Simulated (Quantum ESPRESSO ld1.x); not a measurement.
The holmium ion Ho3+, 64 electrons, occupied as [Xe] 4f(up 5, down 5) (spins set by hand, not the high-spin state). Method: non-relativistic Kohn-Sham, LDA (Slater exchange, Perdew-Wang correlation), spin-polarised, spherical densities, point nucleus; relativity is left out, which matters for an element this heavy; computed with ld1.x of Quantum ESPRESSO 7.5. Some entries of the table are withheld. Estimate them.

| orbital | occ. | eigenvalue (eV) | <1/r> (bohr^-1) |
|---|---|---|---|
| 1s | 2 | -51790.7 | 66.41 |
| 2s | 2 | -8353.47 | 15.48 |
| 2p | 6 | -7971.35 | 15.52 |
| 3s | 2 | -1879.13 | 5.875 |
| 3p | 6 | -1706.32 | 5.821 |
| 3d | 10 | -1383.23 | 5.730 |
| 4s | 2 | (1) | 2.514 |
| 4p | 6 | -318.314 | 2.422 |
| 4d | 10 | -194.340 | 2.217 |
| 5s | 2 | -72.1481 | 0.9759 |
| 5p | 6 | -53.1852 | 0.8687 |
| 4f | 10 | (2) | 1.715 |

Answer. 
(1) 4s eigenvalue (eV): -387.241
(2) 4f eigenvalue (eV): -40.0316
